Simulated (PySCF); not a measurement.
PySCF input (BP86/6-31G* (5d)):

```python
from pyscf import gto, dft

mol = gto.M(
    atom='''
    C    -1.89828500   -0.15724400   -0.08918600
    N    -0.62675300   -0.49168100    0.66325700
    B     0.63957400    0.08852100   -0.02593600
    O     0.93011100    1.31983300    0.39931600
    O     1.16384200   -0.75478800   -0.91776200
    H    -2.74480900   -0.58755700    0.43840400
    H    -1.99147200    0.92423100   -0.13522600
    H    -1.82232800   -0.57710800   -1.08835400
    H    -0.69831200   -0.12373400    1.61374900
    H    -0.54242900   -1.50737500    0.73534200
    H     1.68379700    1.79742300    0.03323000
    H     1.94303500   -0.50360800   -1.42758500
    ''',
    basis='6-31g*',
    charge=1,
    spin=0,
    verbose=4,
)

mf = dft.RKS(mol, xc='bp86')
mf.grids.level = 3
mf.conv_tol = 1e-9
mf.max_cycle = 100
mf.max_memory = 1500
mf.kernel()
if not mf.converged:
    mf = mf.newton()
    mf.kernel(mf.make_rdm1())
mf.dip_moment()
```

Output:

```
PySCF version 2.14.0

[INPUT] verbose = 4
[INPUT] num. atoms = 12
[INPUT] num. electrons = 40
[INPUT] charge = 1
[INPUT] spin (= nelec alpha-beta = 2S) = 0
[INPUT] symmetry False subgroup None
[INPUT] Mole.unit = angstrom
[INPUT] Symbol           X                Y                Z      unit          X                Y                Z       unit  Magmom
[INPUT]  1 C     -1.898285000000  -0.157244000000  -0.089186000000 AA   -3.587238756370  -0.297148094731  -0.168537114145 Bohr   0.0
[INPUT]  2 N     -0.626753000000  -0.491681000000   0.663257000000 AA   -1.184391517750  -0.929142430652   1.253374080201 Bohr   0.0
[INPUT]  3 B      0.639574000000   0.088521000000  -0.025936000000 AA    1.208619696393   0.167280446273  -0.049011936767 Bohr   0.0
[INPUT]  4 O      0.930111000000   1.319833000000   0.399316000000 AA    1.757655055445   2.494122900163   0.754597877157 Bohr   0.0
[INPUT]  5 O      1.163842000000  -0.754788000000  -0.917762000000 AA    2.199342632266  -1.426342602108  -1.734318827533 Bohr   0.0
[INPUT]  6 H     -2.744809000000  -0.587557000000   0.438404000000 AA   -5.186937274241  -1.110321812571   0.828463491914 Bohr   0.0
[INPUT]  7 H     -1.991472000000   0.924231000000  -0.135226000000 AA   -3.763336664740   1.746543465833  -0.255540104920 Bohr   0.0
[INPUT]  8 H     -1.822328000000  -0.577108000000  -1.088354000000 AA   -3.443700829126  -1.090576064295  -2.056690986575 Bohr   0.0
[INPUT]  9 H     -0.698312000000  -0.123734000000   1.613749000000 AA   -1.319618429497  -0.233823372297   3.049543643791 Bohr   0.0
[INPUT] 10 H     -0.542429000000  -1.507375000000   0.735342000000 AA   -1.025042252022  -2.848525917016   1.389594987890 Bohr   0.0
[INPUT] 11 H      1.683797000000   1.797423000000   0.033230000000 AA    3.181915179364   3.396637199994   0.062795599119 Bohr   0.0
[INPUT] 12 H      1.943035000000  -0.503608000000  -1.427585000000 AA    3.671804000444  -0.951681194140  -2.697744669537 Bohr   0.0

nuclear repulsion = 183.53851796413
number of shells = 44
number of NR pGTOs = 163
number of NR cGTOs = 84
basis = 6-31g*
ecp = {}

******** <class 'pyscf.dft.rks.RKS'> ********
method = RKS
initial guess = minao
damping factor = 0
level_shift factor = 0
DIIS = <class 'pyscf.scf.diis.CDIIS'>
diis_start_cycle = 1
diis_space = 8
diis_damp = 0
SCF conv_tol = 1e-09
SCF conv_tol_grad = None
SCF max_cycles = 100
direct_scf = True
direct_scf_tol = 1e-13
XC library pyscf.dft.libxc version 7.1.2
    S. Lehtola, C. Steigemann, M. J. T. Oliveira, and M. A. L. Marques,  SoftwareX 7, 1–5 (2018)
XC functionals = bp86
    A. D. Becke,  Phys. Rev. A 38, 3098 (1988)
    J. P. Perdew,  Phys. Rev. B 33, 8822 (1986)
    J. P. Perdew,  Phys. Rev. B 34, 7406–7406 (1986)
radial grids:
    Treutler-Ahlrichs [JCP 102, 346 (1995); DOI:10.1063/1.469408] (M4) radial grids

becke partition: Becke, JCP 88, 2547 (1988); DOI:10.1063/1.454033
pruning grids: <function nwchem_prune>
grids dens level: 3
symmetrized grids: False
atomic radii adjust function: <function treutler_atomic_radii_adjust>
small_rho_cutoff = 0
Set gradient conv threshold to 3.16228e-05
Initial guess from minao.
tot grids = 138888
init E= -272.873571832281
  HOMO = -0.399637967024422  LUMO = -0.0579490983735171  gap/eV = 9.29783
cycle= 1 E= -272.061017304153  delta_E= 0.813  |g|= 0.969  |ddm|= 3.04
  HOMO = -0.310288920718468  LUMO = -0.159680880104891  gap/eV = 4.09825
cycle= 2 E= -271.652809728944  delta_E= 0.408  |g|= 1.74  |ddm|=  1.8
  HOMO = -0.480324145760348  LUMO = -0.175225294341984  gap/eV = 8.30216
cycle= 3 E= -272.234113553858  delta_E= -0.581  |g|= 0.126  |ddm|= 1.23
  HOMO = -0.479929662113662  LUMO = -0.18851561869563  gap/eV = 7.92978
cycle= 4 E= -272.237480897904  delta_E= -0.00337  |g|= 0.0474  |ddm|= 0.131
  HOMO = -0.476346963845583  LUMO = -0.183928160970414  gap/eV = 7.95712
cycle= 5 E= -272.237965163523  delta_E= -0.000484  |g|= 0.0155  |ddm|= 0.0443
  HOMO = -0.475977712580678  LUMO = -0.183420439895928  gap/eV = 7.96089
cycle= 6 E= -272.238014873505  delta_E= -4.97e-05  |g|= 0.00364  |ddm|= 0.0125
  HOMO = -0.476174725963455  LUMO = -0.183656384793819  gap/eV = 7.95983
cycle= 7 E= -272.238017438176  delta_E= -2.56e-06  |g|= 0.000997  |ddm|= 0.00273
  HOMO = -0.476272066232324  LUMO = -0.183722678334227  gap/eV = 7.96067
cycle= 8 E= -272.238017656691  delta_E= -2.19e-07  |g|= 0.000298  |ddm|= 0.000876
  HOMO = -0.476271679249093  LUMO = -0.183709047739347  gap/eV = 7.96103
cycle= 9 E= -272.23801764974  delta_E= 6.95e-09  |g|= 2.33e-05  |ddm|= 0.000243
  HOMO = -0.476273074175063  LUMO = -0.183709498436753  gap/eV = 7.96106
cycle= 10 E= -272.238017649867  delta_E= -1.27e-10  |g|= 4.48e-06  |ddm|= 2.89e-05
  HOMO = -0.476273217892832  LUMO = -0.183709677350904  gap/eV = 7.96106
Extra cycle  E= -272.238017649872  delta_E= -4.66e-12  |g|= 3.38e-06  |ddm|= 8.94e-06
converged SCF energy = -272.238017649872

WARN: System has nonzero charge 1; the dipole moment is origin-dependent.
Location of origin: [0. 0. 0.]

Dipole moment(X, Y, Z, Debye):  0.01052, -0.34300,  0.54226
```

The dipole moment of an ion depends on the origin.

The geometry given is a B3LYP-D3(BJ)/def2-TZVP minimum.
